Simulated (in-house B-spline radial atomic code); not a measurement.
Ionising Pt4+ with different functionals

Computed with a radial B-spline atomic code at the basis-set limit: scalar-relativistic (spin-free X2C) Hamiltonian, Fermi nucleus of rms radius 5.427 fm, spin-polarised at highest spin, spherical fractional occupations for the functionals, the average over the highest-spin determinants for Hartree-Fock. The ionisation energy is the difference of two self-consistent energies, [Xe] 4f14 5d6 → [Xe] 4f14 5d5, without Breit or QED terms; ε is the level of the shell that loses the electron (its least bound occupied spin orbital). There is no spin-orbit coupling in this Hamiltonian.

Hybrids are left out here: with spherical fractional occupations of an open shell their exact exchange keeps a self-interaction that integer-occupation calculations don't have.

| method | rung | ΔSCF (eV) | -ε(5d) (eV) |
| --- | --- | --- | --- |
| Hartree-Fock | Hartree-Fock | 55.89 | 56.85 |
| LDA VWN5 | LDA | 58.34 | 51.31 |
| LDA PW92 | LDA | 58.33 | 51.31 |
| LDA exchange-only | LDA | 56.13 | 49.25 |
| PBE | GGA | 57.72 | 50.75 |
| PBEsol | GGA | 57.76 | 50.79 |
| BLYP | GGA | 57.87 | 50.81 |
| RPBE | GGA | 57.61 | 50.62 |
| PW91 | GGA | 57.87 | 50.86 |
| BP86 | GGA | 57.92 | 50.93 |
| AM05 | GGA | 57.83 | 50.85 |
| OLYP | GGA | 57.82 | 50.75 |
| TPSS | meta-GGA | 57.57 | 50.59 |
| SCAN | meta-GGA | 57.14 | 50.39 |
| r2SCAN | meta-GGA | 57.04 | 50.32 |
| revTPSS | meta-GGA | 57.52 | 50.55 |

Problem. How do they compare with the NIST value?

Solution. NIST lists 56 eV ± 1.9 (tabulated theory, ground level to ground level). Errors run from -0.11 to +2.34 eV; all lie within about twice that uncertainty, so the table can't rank the methods. Hartree-Fock also lacks correlation.
